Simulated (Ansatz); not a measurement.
Na₃Li⁻: single points at one geometry.

```yaml
crystal:
  periodic: [false, false, false]
  atoms:
    - {symbol: Li, position_ang: [-1.360757, -0.586577, 0.328789]}
    - {symbol: Na, position_ang: [1.681927, 0.445488, -0.420985]}
    - {symbol: Na, position_ang: [0.658714, -0.091337, 3.148110]}
    - {symbol: Na, position_ang: [-0.979894, 0.232426, -3.055925]}
basis:
  gaussian: {orbitals: def2-TZVPD, initial_orbitals: start.molden}
total_charge: -1
magnetization: {spin_polarized: true, initial_magnetization: 3}
hamiltonian: {xc: lda}
scf: {omitted_lower_state_checks: [starts]}
output: {orbitals: {seedname: orbitals}}
```

The file start.molden holds the orbitals of an earlier run on this structure, at another level or in another basis.

```sh
$ ansatz run in.yaml --threads 4 --pin off --events-out ev --progress --plain --max-ram 3916MiB
```

Output, abridged:

```
Functional definition: SPW92
1119 factors; their error is unknown
mean field evaluation 1: about -13380.3261 eV, gradient 1.3e1 eV
mean field evaluation 2: about -13380.4872 eV, gradient 2.8e-1 eV
mean field evaluation 4: about -13380.4719 eV, gradient 2.8e-2 eV
mean field evaluation 8: about -13380.4719 eV, gradient 7.8e-6 eV
mean field -13380.47190314 eV, -491.7232728307 hartree, gradient 7.7e-6 eV, S^2 3.752498; 0 other end points of the search recorded, 0 dependent functions left out
reference -13380.47194713 eV, -491.7232744475 hartree; 20, 17 occupied and 102, 105 virtual orbitals, 1119 factors
Total energy: -13380.47194713 eV, -491.7232744475 hartree
Checks for a lower state left out: starts
```

Run time 0.95 s (4 threads of Intel Xeon on a shared host).

First input, but with `hamiltonian: {xc: {name: wB97X-V}}` (abridged; 15 s):

```
Functional definition: wB97X-V
mean field -13449.51132071 eV, -494.2604246300 hartree, gradient 4.1e-6 eV, S^2 3.778403
Total energy: -13449.51132463 eV, -494.2604247738 hartree
Checks for a lower state left out: starts
```

The first input with `hamiltonian: {xc: {name: B3LYP}}` (abridged; 2.1 s):

```
Functional definition: B3LYP
mean field -13454.41806781 eV, -494.4407442598 hartree, gradient 1.1e-5 eV, S^2 3.762890
Total energy: -13454.41827049 eV, -494.4407517082 hartree
Checks for a lower state left out: starts
```

First input, but with `gaussian: {orbitals: "def2-TZVPPD.json", initial_orbitals: start.molden}`, `correlation: {method: ccsd_t}`, `scf: {omitted_lower_state_checks: [starts, cluster_reference]}` and without the key `hamiltonian` (abridged; 39 s):

```
Functional definition: HF
mean field evaluation 16: about -13415.6892 eV, gradient 1.1e-1 eV
mean field -13415.69263966 eV, -493.0176110243 hartree, gradient 4.2e-6 eV, S^2 4.074070; 1 other end points of the search recorded, 0 dependent functions left out
3 core orbitals not correlated: weight in the atoms' cores, before any rotation towards them, 1.000 or more for the frozen orbitals, at most 0.000 for the correlated occupied ones
second order -14.93758549 eV of doubles, -0.00000000 eV of singles
cycle   1  -15.49380261 eV  change   -5.6e-1 eV  update   1.1e-1
cycle   2  -15.89897814 eV  change   -4.1e-1 eV  update   7.4e-2
cycle   3  -15.95651207 eV  change   -5.8e-2 eV  update   4.8e-2
cycle   4  -15.96805818 eV  change   -1.2e-2 eV  update   2.8e-2
cycle   5  -16.02161720 eV  change   -5.4e-2 eV  update   1.6e-2
cycle   6  -16.02530999 eV  change   -3.7e-3 eV  update   1.0e-2
cycle   7  -16.02517590 eV  change    1.3e-4 eV  update   6.1e-3
cycle   8  -16.03337005 eV  change   -8.2e-3 eV  update   3.8e-3
cycle   9  -16.03230143 eV  change    1.1e-3 eV  update   2.3e-3
cycle  10  -16.03416986 eV  change   -1.9e-3 eV  update   1.3e-3
cycle  11  -16.03360402 eV  change    5.7e-4 eV  update   7.8e-4
cycle  12  -16.03332916 eV  change    2.7e-4 eV  update   3.8e-4
cycle  13  -16.03335155 eV  change   -2.2e-5 eV  update   2.1e-4
cycle  14  -16.03336170 eV  change   -1.0e-5 eV  update   1.3e-4
cycle  15  -16.03343579 eV  change   -7.4e-5 eV  update   8.8e-5
cycle  16  -16.03343798 eV  change   -2.2e-6 eV  update   6.0e-5
cycle  17  -16.03343350 eV  change    4.5e-6 eV  update   4.1e-5
cycle  18  -16.03343302 eV  change    4.8e-7 eV  update   2.6e-5
perturbative correction -0.31229016 eV, -0.0114764516 hartree
Total energy: -13432.03836283 eV, -493.6183052715 hartree
Checks for a lower state left out: starts, cluster_reference
```

First input, but with `hamiltonian: {xc: {name: r2SCANh}}` (abridged; 8 s):

```
Functional definition: r2SCANh
mean field evaluation 16: about -13450.2737 eV, gradient 9.4e-7 eV
mean field -13450.27366328 eV, -494.2884402026 hartree, gradient 9.4e-7 eV, S^2 3.788305
Total energy: -13450.27379358 eV, -494.2884449911 hartree
Checks for a lower state left out: starts
```

As the first input, with `hamiltonian: {xc: pbe}`, `correlation: {method: rpa}` and without the key `output` (abridged; 2.7 s):

```
Functional definition: PBE
mean field -13443.30298880 eV, -494.0322726403 hartree, gradient 3.0e-6 eV, S^2 3.761435
3 core orbitals not correlated: weight in the atoms' cores, before any rotation towards them, 1.000 or more for the frozen orbitals, at most 0.000 for the correlated occupied ones
Total energy: -13439.92492620 eV, -493.9081311295 hartree
Checks for a lower state left out: starts
```

First input, but with `hamiltonian: {xc: pbe}` (abridged; 1.6 s):

```
Functional definition: PBE
mean field -13443.30299759 eV, -494.0322729635 hartree, gradient 1.8e-5 eV, S^2 3.761435
Total energy: -13443.30305422 eV, -494.0322750444 hartree
Checks for a lower state left out: starts
```

Geometry: PBE0/def2-TZVPD.

B3LYP takes the VWN-RPA correlation. Correlated methods freeze 3 core orbitals; core or outer-core shells of Li, Na are correlated, in sets that lack core-valence functions. At LDA (SPW92)/def2-TZVPD, B3LYP/def2-TZVPD, r2SCANh/def2-TZVPD, PBE/def2-TZVPD the highest occupied level of the charge -1 quartet lies above zero (up to 0.51 eV). It is a level of α spin, whose loss leaves a triplet; that state wasn't run at this geometry and level. The electron is either unbound and held by the finite basis, or the level is raised by self-interaction error. At CCSD(T)/def2-TZVPPD T1 of the charge -1 quartet is large (up to 0.054), so the single-reference result is doubtful. At CCSD(T)/def2-TZVPPD the charge -1 quartet is spin-contaminated (final ⟨S²⟩ up to 4.07, 3.75 for a pure state). At PBE0/def2-TZVPD a doublet of charge -1 lies 0.54 eV below the quartet, each at its own geometry. The structure comes from a short search, and lower isomers may exist.
